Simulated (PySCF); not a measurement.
Calculation: PBE-D3(BJ)/def2-TZVP // PBE0-D3(BJ)/def2-SVP (PySCF 2.14.0). All species are isolated molecules in the gas phase. One relaxed conformer stands for a flexible species; it need not be the lowest. Delta-SCF ions had no search for a lower state. Excitations are Tamm–Dancoff values on a coarser integration grid. The basis has no diffuse functions, so Rydberg states are missing or too high.

Reference species (SMILES): `c1c(c2-c(ccc2)cc(c1)O)B` (neutral, multiplicity 1).

```
Property                                       Result
-------------------------------------------  --------
brightest of the four lowest singlets (TDA)   3.64 eV
LUMO                                         -3.54 eV
vertical ionisation energy (Delta-SCF)        7.18 eV
```

Changed species: `c1(c(O)cc2cccc-2cc1)B`.

Q: Give the shifts of the brightest of the four lowest singlets (TDA), LUMO and vertical ionisation energy (Delta-SCF).

A: the brightest of the four lowest singlets (TDA) goes up by 0.24 eV, to 3.88 eV; the LUMO falls by 0.07 eV, to -3.61 eV; the vertical ionisation energy (Delta-SCF) hardly moves.
